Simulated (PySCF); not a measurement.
SMILES c1ccc(c([SiH3])c1)C(=O)O (C7H8O2Si), GFN2-xTB optimised geometry. Atoms within 1.6 Å of the plane z = 0.0 Å (x, y, z in Å): O1 (-0.76, -2.85, 0.00), C2 (-1.37, -1.80, 0.00), O3 (-2.71, -1.78, 0.01), C4 (-0.72, -0.50, 0.00), C5 (-1.45, 0.69, 0.00), C6 (-0.79, 1.90, 0.00), C7 (0.60, 1.92, 0.00), C8 (1.32, 0.74, 0.00), C9 (0.68, -0.50, 0.00), Si10 (1.64, -2.13, 0.00), H11 (-3.05, -2.69, 0.01), H12 (-2.53, 0.65, 0.00), H13 (-1.34, 2.82, 0.00), H14 (1.12, 2.87, 0.00), H15 (2.40, 0.77, 0.00), H16 (1.45, -2.86, -1.25), H17 (3.05, -1.67, 0.00), H18 (1.45, -2.87, 1.24).

Level of theory: PBE/def2-SVP (PySCF). Cells within 0.4 Å of a nucleus heavier than hydrogen are left out (blank, or x).

Map of the deformation density (molecule minus spherical neutral atoms) (e/bohr³) on the plane z = 0.0 Å:

```
|2222222222222222222222222222222|
|2222222222222222222222222222222|
|2222222222222222222222222222222|
|2222222222222222222222222222222|
|2222222222222222222222222222222|
|2222222222111111111112222222222|
|2222222221111111111112222222222|
|2222222221134211246211222222222|
|2222222211269411278311222222222|
|2222222211137x56xx5211122222222|
|222222211112xx88xx4111112222222|
|2222221111149523387212112222222|
|2222221124368300158x45211222222|
|2222221169xxx10002xx89311222222|
|22222211365x7300148x44211222222|
|2222221112148522278311112222222|
|2222222111125xx8xx5211112222222|
|2222222210025x66xx5211122222222|
|2222222310048512256422222222222|
|2222223xx22x8300134313552222222|
|2222111xx55xx101112xx3673222222|
|2222113522259521111xx2442222222|
|2222112730035x52111111222222222|
|222211001112xxx3111111111222222|
|2222111111225532111111112222222|
|2222211112222222211111122222222|
|2222222222222222222112222222222|
|2222222222222222222222222222222|
|2222222222222222222222222222222|
|2222222222222222222222222222222|
|2222222222222222222222222222222|
```
Scale: ten equal steps from -0.030 (start of '0') to 0.108 (end of '9'), in the order '0123456789'; x runs from -5.50 to 5.50, y from -5.50 (bottom) to 5.50 (top).
